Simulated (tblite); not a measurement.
Species: CH₁₃NSi₅.
Numbering: `[SiH3:1][NH:2][Si@@H:3]1[CH2:4][SiH2:5][SiH2:6][SiH2:7]1` (hydrogens: H8, H9, H10 on Si1; H11 on N2; H12 on Si3; H13, H14 on C4; H15, H16 on Si5; H17, H18 on Si6; H19, H20 on Si7)

Structure used (GFN2-xTB), in Å, numbered top down from 1:
```
atom  x, y, z in Å
Si1    2.9792    1.0357   -0.1410
N2     1.6905   -0.0677   -0.4605
Si3    0.6175   -0.8875    0.6417
C4    -0.6448   -1.7828   -0.4846
Si5   -1.9016   -0.6326   -1.3586
Si6   -2.3470    1.0520    0.1874
Si7   -0.6499    0.7018    1.7595
H8     2.5822    1.7874    1.0466
H9     3.1001    1.8849   -1.3277
H10    4.2550    0.3536    0.1123
H11    1.7266   -0.4768   -1.3812
H12    1.3806   -1.9102    1.3888
H13   -1.2017   -2.4795    0.1436
H14   -0.1291   -2.3994   -1.2201
H15   -1.2876   -0.1497   -2.6057
H16   -3.0366   -1.4612   -1.7971
H17   -2.3182    2.3838   -0.4393
H18   -3.7183    0.9832    0.7193
H19   -1.1764    0.1684    3.0292
H20    0.0742    1.9071    2.1845
```

Computed with GFN2-xTB (tblite): harmonic, unscaled wavenumbers at the GFN2-xTB geometry, gas phase. Errors from tens to a few hundred cm⁻¹ against measured bands are possible. Modes of hydrogen on silicon can be 10 to 20 % off. One conformer, not necessarily the lowest.

Harmonic wavenumbers (cm⁻¹): 29.8, 39.7, 59.5, 76.4, 113.3, 163.3, 199.9, 216.7, 272.7, 308.9, 342.0, 364.9, 403.0, 408.8, 424.0, 447.6, 482.1, 500.5, 515.7, 538.1, 561.9, 571.0, 578.1, 613.8, 629.9, 636.0, 677.5, 729.1, 732.4, 762.1, 782.4, 804.5, 812.9, 820.0, 832.8, 851.3, 980.1, 1010.5, 1125.2, 1200.9, 1475.6, 2088.5, 2131.4, 2145.8, 2159.2, 2167.3, 2179.2, 2181.2, 2202.0, 2244.4, 2278.3, 2962.4, 2978.3, 3456.8.

A = 1393, B = 655.7, C = 569.4 MHz; mass 178.989 u (most abundant isotopes); point group C1, symmetry number 1.

**Question.** What is the zero-point energy?

**Answer.** ½Σν̃ = 27135 cm⁻¹ = 77.58 kcal/mol.

**Question.** What is S at 273.15 K and 1 bar for an ideal gas of classical rigid rotors and harmonic oscillators?

**Answer.** Translation 41.04, rotation 30.54, vibration 42.13: S = 113.7 cal/(mol K).

**Question.** And Cp and H(273.15 K) − H(0)?

**Answer.** Cp = 51.65 cal/(mol K), of which vibrations give 43.70 (their classical limit is 54 R = 107.3); H(273.15 K) − H(0) = 8.14 kcal/mol without the zero-point energy, 5.97 from vibrations.

**Question.** Blend soft modes into free rotors: weight 1/[1 + (100 cm⁻¹/ν̃)⁴] for the oscillator and the rest for a rotor with moment μB/(μ + B), μ = h/(8π²ν), B = 10⁻⁴⁴ kg m². What vibrational entropy results?

**Answer.** 37.47 cal/(mol K) in place of 42.13, which changes −T·S at 273.15 K by +1.27 kcal/mol.

**Question.** Which modes carry the vibrational entropy at 273.15 K?

**Answer.** 29.8 cm⁻¹: 5.67; 39.7 cm⁻¹: 5.10; 59.5 cm⁻¹: 4.30; 76.4 cm⁻¹: 3.81; 113.3 cm⁻¹: 3.04; 163.3 cm⁻¹: 2.35 cal/(mol K); the other 48 give 17.86 together.

Hindered rotation and anharmonicity are outside this model. Other conformers, if any are populated, would add a mixing term that is left out. The structure is chiral; the term R ln 2 for an equal mix with its mirror image is left out.

Hardware: an Arm Neoverse V1 with one thread, no GPU, shared host. Cost: 1.3 s. This covers the Hessian and the dipole derivatives.
